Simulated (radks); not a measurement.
Initial-state core-level shifts of the tin ion Sn2+ when its valence configuration changes from [Kr] 4d10 5s2. Method: scalar-relativistic Kohn-Sham, PBE, spin-polarised, spherical densities, point nucleus; open shells are filled with parallel spins first (spin-orbit coupling, left out, can overturn this in heavy ions); computed with a radial shooting solver on a logarithmic mesh with Libxc functionals. Shifts are changes of the shell-averaged eigenvalues in eV (positive: less bound).

[
 {"valence": "4d10 5s1 5p1", "1s": "-1.388", "2s": "-1.360", "4s": "-1.397", "4p": "-1.387"},
 {"valence": "4d10 5s1.5 5p0.5", "1s": "-0.729", "2s": "-0.714", "4s": "-0.729", "4p": "-0.725"},
 {"valence": "4d9.5 5s2 5p0.5", "1s": "-4.185", "2s": "-4.379", "4s": "-3.764", "4p": "-3.622"},
 {"valence": "4d8 5s2 5p2", "1s": "-16.901", "2s": "-17.778", "4s": "-14.858", "4p": "-14.253"},
 {"valence": "4d10 5p2", "1s": "-2.844", "2s": "-2.784", "4s": "-2.845", "4p": "-2.826"},
 {"valence": "4d9 5s2 5p1", "1s": "-8.393", "2s": "-8.799", "4s": "-7.493", "4p": "-7.202"},
 {"valence": "4d7 5s2 5p3", "1s": "-25.551", "2s": "-26.964", "4s": "-22.113", "4p": "-21.173"},
 {"valence": "4d10 5s0.5 5p1.5", "1s": "-2.120", "2s": "-2.076", "4s": "-2.125", "4p": "-2.111"},
 {"valence": "4d8 5p4", "1s": "-19.565", "2s": "-20.413", "4s": "-17.481", "4p": "-16.847"}
]
